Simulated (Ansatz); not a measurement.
Isolated molecules relaxed with PBE0-D4/def2-TZVP in Ansatz; ΔE leaves out vibrations. CCSD(T)/CBS adds triple-zeta CCSD(T) − MP2 to the extrapolated MP2 energy (def2 sets, frozen cores). DFT in def2-TZVPP. HSE06 is defined as in plane-wave codes. For Ga, Ge outer-core shells are correlated without core-valence functions, which leaves a few kJ/mol of doubt a bond. Scalar relativity is left out up to krypton. One conformer a species, not always the lowest.

Reaction (redistribution): `[CH3][Ga]([OH])[GeH3]` + `CO[SiH](O)F` → `[CH3][Ga]([OH])[OH]` + `CO[SiH](F)[GeH3]`

| level | ΔE (kJ/mol) | difference from CCSD(T)/CBS |
| --- | --- | --- |
| BLYP-D4 | 82.1 | -4.5 |
| r2SCAN-D4 | 87.8 | 1.2 |
| B97M-V | 87.1 | 0.5 |
| BHLYP-D4 | 94.7 | 8.1 |
| ωB97M-V | 90.6 | 4.0 |
| PBE0 | 85.9 | -0.7 |
| r2SCANh | 90.0 | 3.4 |
| r2SCAN0 | 92.7 | 6.1 |
| HSE06 | 85.8 | -0.8 |
| RPA@PBE/def2-TZVPP | 84.5 | -2.1 |
| HF/def2-SVP | 85.5 | -1.1 |
| MP2/def2-TZVPP | 87.5 | 0.9 |
| CCSD/def2-TZVPP | 89.2 | 2.6 |
| HF/def2-QZVPP | 96.8 | 10.2 |
| SCS-MP2/def2-QZVPP | 85.7 | -0.9 |
| HF/CBS(def2) | 96.8 | 10.2 |
| CCSD(T)/CBS | 86.6 | 0 |

Largest T1 diagnostic among the species: 0.014.

From BLYP to BHLYP (50 % exact exchange), in def2-TZVPP and without D4, ΔE moves by +12.4 kJ/mol. Leaving LDA and LC-ωPBE aside and taking each functional with its dispersion term where it has one, the values, not all of them listed here, spread over 17.1 kJ/mol, from revPBE-D4 to BHLYP-D4. LDA lies +6.3 kJ/mol from PBE without D4. In def2-TZVPP, CCSD(T) changes the Hartree–Fock value by −9.7 kJ/mol (the triples alone add −2.1 kJ/mol) and MP2 by −9.4 kJ/mol.

CCSD(T)/CBS has its own doubt, a few kJ/mol and more with outer-core shells, so smaller differences from it don't rank the levels.
